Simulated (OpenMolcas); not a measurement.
Hg: effect of the active space

```json
{"Program": "OpenMolcas 26.06", "Method": "XMS-CASPT2 or its RAS form, IPEA 0.25 Eh, imaginary shift 0.1 Eh", "Basis": "ANO-RCC-VTZP", "Scalar Hamiltonian": "DKH2, point nucleus", "Spin-orbit coupling": "RASSI with atomic mean-field integrals over the reference wave functions, term energies averaged over their components"}
```

A. 2 electrons in 4 orbitals (6s 6p); 2S+1 = 3 even, 3 roots (0 in the spin-orbit step); 2S+1 = 1 even, 1 root; 2S+1 = 3 odd, 3 roots; 2S+1 = 1 odd, 3 roots; closed shells correlated: 5d; CASPT2 step of the order of 1.8 core-seconds
B. 2 electrons in 8 orbitals (6s 6p 7s 7p); 2S+1 = 3 even, 3 roots (0 in the spin-orbit step); 2S+1 = 1 even, 1 root; 2S+1 = 3 odd, 3 roots; 2S+1 = 1 odd, 3 roots; closed shells correlated: 5d; CASPT2 step about 2.9 core-seconds
C. 2 electrons in 9 orbitals (RAS2 6s 6p; RAS3 6d, at most 2 electrons); 2S+1 = 3 even, 3 roots (0 in the spin-orbit step); 2S+1 = 1 even, 1 root; 2S+1 = 3 odd, 3 roots; 2S+1 = 1 odd, 3 roots; closed shells correlated: 5d; CASPT2 step of the order of 3 core-seconds

Energies in cm-1 above 6s2 1S0, the measured ground level; measured values from NIST Handbook of Basic Atomic Spectroscopic Data.

```tsv
Level	A	B	C	Measured
6s2 1S0	0.0	0.0	0.0	0.0
6s 6p 3P* 0	37520	37480	37450	37645
6s 6p 3P* 1	39080	39030	39000	39412
6s 6p 3P* 2	42800	42750	42790	44043
6s 6p 1P* 1	53940	53650	53360	54069
```

Deviations, from unrounded energies. A percentage is the sum of absolute deviations over the sum of measured energies, with the sign that they share, or ± where signs differ.

```json
{"Against measurement": "mean absolute deviation (cm-1)", "Levels": "4", "A": "460", "B": "570", "C": "640"}
{"Against measurement": "other configurations (%)", "Levels": "4", "A": "-1.0", "B": "-1.3", "C": "-1.5"}
```

A lies closest to measurement on these levels and C furthest from it. The largest miss of A in the table is 6s 6p 3P* 2, by -1200 cm-1. The ranking rests on the paired levels alone, and a cruder setting can come out closer through cancelling errors.

Among A to C the level of the table that moves most is 6s 6p 1P* 1, by 580 cm-1 (lowest in C, highest in A). Moves below CASPT2's spread within the term are not significant.

Term energies are means over components that CASPT2 splits; among the terms shown or strongly mixed into the levels shown the widest spread is 150 cm-1 (6s 6p 1P*, C). Some high roots are left out of the spin-orbit mixing, which shifts the levels that they would mix with. Spin-orbit splittings of 6p shells tend to come out small when the coupling is added on scalar orbitals. Active for correlation alone: 7p 7s; no level in the range computed is led by a configuration that fills them, so any true level of that kind is missing (holds for B). Active for correlation alone: 6d; no level in the range computed is led by a configuration that fills it, so any true level of that kind is missing (holds for C). Measured partners are found by configuration, term and J. A level has none where our copy of the source lacks it or the pairing is in doubt (some pairs that miss far off the trend of their configuration count as doubtful), and it then counts in no deviation. Levels of configurations outside the active space are missing.

* marks odd parity.
